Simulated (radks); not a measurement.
Results of a calculation; reference values are marked as such.
Ionisation of Pb71+, [Ne] 3s1, to Pb72+, [Ne], under several functionals. Scalar-relativistic Kohn-Sham, spin-unpolarised, spherical densities, point nucleus; a radial shooting solver on a logarithmic mesh with Libxc functionals.

functional,E(Pb71+) (hartree),Exc (hartree),IE (eV),-e(HOMO) (eV),<r> HOMO (bohr),IE error (eV)
exchange-only LDA,-14235.8675,-147.3862,9167.3,9103.6,0.1600,+17.3
RPBE,-14249.7100,-161.1907,9178.0,9107.9,0.1600,+28.0
PBE,-14248.7159,-160.1897,9178.4,9110.4,0.1599,+28.4
B86b exchange with PBE correlation,-14249.7592,-161.2262,9178.6,9111.4,0.1599,+28.6
"LDA (Slater exchange, VWN5 correlation)",-14237.4687,-148.9879,9170.3,9106.7,0.1600,+20.3
Wu-Cohen GGA,-14246.9594,-158.4285,9174.6,9109.5,0.1599,+24.6
exchange-only PBE,-14248.2620,-159.7315,9177.9,9109.6,0.1600,+27.9
exchange-only B88,-14249.1857,-160.6476,9174.4,9109.5,0.1599,+24.4

NIST Atomic Spectra Database: 9150 eV (theoretical). Closest: exchange-only LDA. The Delta-SCF values span 11.31 eV, the total energies 13.89 hartree. The highest occupied level is 3s. Spin polarisation and multiplet splitting are left out, so open shells lie too high by an amount that depends on their filling.

Beside tabulated values, note that spin-unpolarised runs miss the spin-polarisation part of the exchange energy of open shells, and scalar-relativistic runs lack spin-orbit coupling.
